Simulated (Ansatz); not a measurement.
All values below come from frozen-core CCSD(T)/cc-pVQZ // ωB97X-D3(BJ)/def2-TZVP in Ansatz (a first-principles code). The restricted HF reference is unstable towards unrestricted orbitals.

Ansatz 0.2 input:
```yaml
crystal:
  periodic: [false, false, false]
  atoms:
    - { symbol: C, position_ang: [-1.520683, -0.018884, 0.044999] }
    - { symbol: C, position_ang: [-0.214335, -0.002613, 0.009061] }
    - { symbol: Si, position_ang: [1.462904, 0.018155, -0.03691] }
    - { symbol: H, position_ang: [-2.119857, -0.049773, -0.863949] }
    - { symbol: H, position_ang: [-2.069312, -0.002511, 0.985642] }
    - { symbol: H, position_ang: [2.214036, 1.282584, -0.089322] }
    - { symbol: H, position_ang: [2.246933, -1.227208, -0.025985] }
basis:
  gaussian: { orbitals: cc-pVQZ }
correlation:
  method: ccsd_t
```

Output:

```
Functional definition: HF
1685 factors; integrals over basis functions are off by at most 9.7e-4 eV
mean field evaluation 1: about -9981.7684 eV, gradient 3.1e1 eV
mean field evaluation 2: about -9981.7705 eV, gradient 3.1e1 eV
mean field evaluation 4: about -9984.8377 eV, gradient 3.7e0 eV
mean field evaluation 8: about -9984.8999 eV, gradient 1.2e-1 eV
mean field evaluation 16: about -9984.8943 eV, gradient 9.7e-1 eV
mean field -9984.90003613 eV, -366.9383083195 hartree, gradient 9.5e-6 eV, S^2 0.000000; 0 other end points of the search recorded, 0 dependent functions left out; unrestricted orbitals would lower it
7 core orbitals not correlated
reference -9984.90003613 eV, -366.9383083195 hartree; 8, 8 occupied and 274, 274 virtual orbitals, 1685 factors
second order -12.65544333 eV of doubles, -0.00000000 eV of singles
cycle   1  -12.87016846 eV  change   -2.1e-1 eV  update   9.2e-2
cycle   2  -13.29011455 eV  change   -4.2e-1 eV  update   3.3e-2
cycle   3  -13.38284950 eV  change   -9.3e-2 eV  update   1.5e-2
cycle   4  -13.37932140 eV  change    3.5e-3 eV  update   4.6e-3
cycle   5  -13.38066082 eV  change   -1.3e-3 eV  update   1.7e-3
cycle   6  -13.38101280 eV  change   -3.5e-4 eV  update   5.8e-4
cycle   7  -13.38094787 eV  change    6.5e-5 eV  update   2.2e-4
cycle   8  -13.38100710 eV  change   -5.9e-5 eV  update   7.6e-5
cycle   9  -13.38102381 eV  change   -1.7e-5 eV  update   3.0e-5
cycle  10  -13.38099827 eV  change    2.6e-5 eV  update   9.7e-6
cycle  11  -13.38100067 eV  change   -2.4e-6 eV  update   4.4e-6
perturbative correction -0.71017426 eV, -0.0260984228 hartree
Total energy: -9998.99121106 eV, -367.4561494468 hartree
```

Cost: about 30 core-minutes (a rough figure).
